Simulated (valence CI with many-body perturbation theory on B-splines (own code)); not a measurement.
Results of a calculation; reference values are marked as such.
**Sr XXV: what the settings do**

Method: relativistic CI+MBPT: four valence electrons over a frozen Dirac-Fock core [Ne], radial functions for each j: 6 s, 6 p, 5 d, 3 f, 1 g, with the one-electron correlation potential Σ1 (screened to all orders), the two-electron term Σ2, the three-electron term Σ3, Breit, model QED; selected single and double excitations, second order for the rest (own B-spline code, finite nucleus).

No measured levels were compared; by estimate levels of excited configurations hold to 0.05 to 0.15 % of their energy, terms of the ground configuration to about 0.5 %.

The reference run has the lowest level 3s²3p² ³P_0 and an ionisation energy of 1163.98 eV. Its largest variational space holds 10000 state functions.

Names give the largest LS component (configuration and term), which can be under half, so a name can repeat, a term be missing and a line seem to break the LS rules; names also repeat where a configuration has a term twice. Letters in brackets count levels of one name in rising energy.

Changed runs:
A. scale of Σ1 1 → 0.9
B. orbitals per symmetry with explicit Σ2 and valence Breit (the others get mean screening factors) 5 → 7
C. box radius (bohr) 3.3715 → 2.67
D. correlating orbitals by l 3 3 3 2 1 → 2 2 1 1 0; natural orbitals for correlation on → off (bad on purpose)

Excitation energies of the reference run in cm⁻¹, and shifts in cm⁻¹:

```csv
Level,Reference,A,B,C,D
3s²3p² ³P_1,92982,-25,+0.7,+0.1,-332
3s²3p² ³P_2,122362,-27,+0.3,+0.1,+201
3s²3p² ¹D_2,239308,-52,0,+0.2,+300
3s²3p² ¹S_0,313651,-52,-3.3,+0.2,+1193
3s3p³ ⁵S°_2,537152,+94,+3.6,+0.1,-1853
3s3p³ ³D°_1,648683,+93,+1.1,+0.1,-151
3s3p³ ³D°_2,665926,+81,+1.7,+0.1,-572
3s3p³ ³D°_3,700887,+74,+2.1,+0.2,-494
3s3p³ ³P°_0,767967,+73,0,+0.1,+293
3s3p³ ¹D°_2,772449,+77,0,+0.3,-79
3s3p³ ³P°_1,780140,+71,+0.1,+0.2,+164
3s²3p3d ³F°_2 [a],846129,+70,-0.7,+0.4,+249
Ionisation energy (eV),1163.98,-0.08,+0.00061,+9e-05,-0.24
```
